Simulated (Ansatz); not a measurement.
`C[N](C)[ZnH]` + `OC1=NCN1` → `CN1CN=C1O` + `C[NH][ZnH]` at 600 K and 1 bar (substitution at a C–N bond).

Program: Ansatz. Geometries: PBE0-D4/def2-TZVP. ΔE: electronic, gas phase. CBS: MP2 limit from def2 TZ/QZ plus the TZ coupled-cluster correction, frozen cores. For Zn outer-core shells are correlated without core-valence functions, which leaves a few kJ/mol of doubt a bond. Scalar relativity is left out up to krypton. Each species was taken in one conformer, which may not be the lowest.

| species | CCSD(T)/CBS energy (Eh) | H − E (kJ/mol) | S (J/(mol·K)) |
| --- | --- | --- | --- |
| `C[N](C)[ZnH]` | -1913.37223 | 285.4 | 406.3 |
| `OC1=NCN1` | -263.03257 | 227.5 | 350.8 |
| `CN1CN=C1O` | -302.28631 | 313.7 | 405.5 |
| `C[NH][ZnH]` | -1874.12279 | 200.5 | 368.9 |

H − E and S are ideal-gas, rigid-rotor, harmonic terms from PBE0-D4/def2-TZVP, for one conformer and one mirror image of each species. 1 Eh = 2625.50 kJ/mol, R = 8.31446 J/(mol·K).

**Question.** By hand: ΔE, ΔH, ΔS and ΔG.

**Answer.** ΔE = (-302.28631) + (-1874.12279) − (-1913.37223) − (-263.03257) = -0.00430 Eh = -11.3 kJ/mol. Δ(H − E) = 313.7 + 200.5 − 285.4 − 227.5 = 1.3, so ΔH = -10.0 kJ/mol. ΔS = 405.5 + 368.9 − 406.3 − 350.8 = 17.3 J/(mol·K). ΔG = -10.0 − 600 × (17.3)/1000 = -20.4 kJ/mol.

**Question.** By hand: the equilibrium constant, and the temperature at which ΔG would vanish if ΔH and ΔS stayed fixed.

**Answer.** log₁₀ K = −ΔG/(RT ln 10) = 1.8. ΔH and −TΔS have one sign here, so there is no such temperature.

TΔS isn't small against ΔH here. A doubt of 5 kJ/mol in ΔE shifts log₁₀ K by 0.4 here. Other conformers and mirror images would add mixing entropy, several J/(mol·K) or more a flexible species. These are equilibria of isolated gas molecules and say nothing of rates. Largest T1 diagnostic: 0.015 (customary marks: 0.02 for closed shells, 0.045 for open ones).
